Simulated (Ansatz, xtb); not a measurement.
## Two isomers of GeH8SiSn

Structure a: `[SiH3][GeH2][SnH3]`, a singlet. Structure b: `[SiH3][SnH2][GeH3]`, a singlet. Both are isolated molecules in the gas phase, relaxed with PBE-D3(BJ)/def2-SVP.

Quicker runs give these differences E(b) − E(a): GFN2-xTB −2.2 kcal/mol; HF/STO-3G −5.4 kcal/mol (at GFN2-xTB geometries); r2SCAN-D4/def2-SVP −2.3 kcal/mol (at GFN2-xTB geometries).

Problem. Estimate E(b) − E(a) at the level CCSD(T)/def2-SVP + ΔMP2/def2-TZVPP.

Solution. Calculated at CCSD(T)/def2-SVP + ΔMP2/def2-TZVPP: E(b) − E(a) = −2.2 kcal/mol, so structure b lies lower.

How the difference moves with the method:

```json
{"level": "GFN2-xTB", "geometry": "GFN2-xTB", "E(b) − E(a) (kcal/mol)": "−2.2", "departure from the last row (kcal/mol)": "0.0", "job, with rough time for the two": "optimisation, 0.16 s"}
{"level": "HF/STO-3G", "geometry": "GFN2-xTB", "E(b) − E(a) (kcal/mol)": "−5.4", "departure from the last row (kcal/mol)": "−3.2", "job, with rough time for the two": "single point, 0.8 s"}
{"level": "r2SCAN-D4/def2-SVP", "geometry": "GFN2-xTB", "E(b) − E(a) (kcal/mol)": "−2.3", "departure from the last row (kcal/mol)": "−0.1", "job, with rough time for the two": "single point, 2.3 s"}
{"level": "PBE-D3(BJ)/def2-SVP", "geometry": "PBE-D3(BJ)/def2-SVP", "E(b) − E(a) (kcal/mol)": "−2.3", "departure from the last row (kcal/mol)": "−0.1", "job, with rough time for the two": "optimisation, 14 s"}
{"level": "HF/def2-SVP", "geometry": "PBE-D3(BJ)/def2-SVP", "E(b) − E(a) (kcal/mol)": "−2.9", "departure from the last row (kcal/mol)": "−0.7", "job, with rough time for the two": "part of the CCSD(T) run"}
{"level": "MP2/def2-SVP", "geometry": "PBE-D3(BJ)/def2-SVP", "E(b) − E(a) (kcal/mol)": "−2.3", "departure from the last row (kcal/mol)": "−0.1", "job, with rough time for the two": "part of the CCSD(T) run"}
{"level": "CCSD(T)/def2-SVP", "geometry": "PBE-D3(BJ)/def2-SVP", "E(b) − E(a) (kcal/mol)": "−2.4", "departure from the last row (kcal/mol)": "−0.2", "job, with rough time for the two": "single point"}
{"level": "CCSD(T)/def2-SVP + ΔMP2/def2-TZVPP", "geometry": "PBE-D3(BJ)/def2-SVP", "E(b) − E(a) (kcal/mol)": "−2.2", "departure from the last row (kcal/mol)": "", "job, with rough time for the two": "single point, 27 s"}
```

As drawn, b has 1 Si–Sn, 1 Ge–H in place of 1 Ge–Si, 1 Sn–H.

None of the levels shown reverses the order. The largest departure from CCSD(T)/def2-SVP + ΔMP2/def2-TZVPP is that of HF/STO-3G, 3.2 kcal/mol. The last row adds to CCSD(T) the change of the MP2 difference between the two basis sets, here +0.2 kcal/mol.

With harmonic frequencies from PBE-D3(BJ)/def2-SVP (ideal gas, rigid rotor, one conformer each, 298.15 K, 1 atm): on the last row, ΔE + ΔZPE = −1.8 kcal/mol. A mode under 50 cm⁻¹ makes harmonic enthalpies and free energies unreliable, so none is given.

The correlated steps freeze 18 core orbitals; the filled d shell of Ge and Sn is correlated, in a basis made for valence electrons. Atoms past krypton carry core potentials in the def2 sets, other sets are all-electron and non-relativistic, and no spin–orbit term is included. Programs: Ansatz 0.2.0, xtb 6.7.1; the last row on 2 threads of Intel(R) Xeon(R) 6975P-C (Granite Rapids) on a shared host.
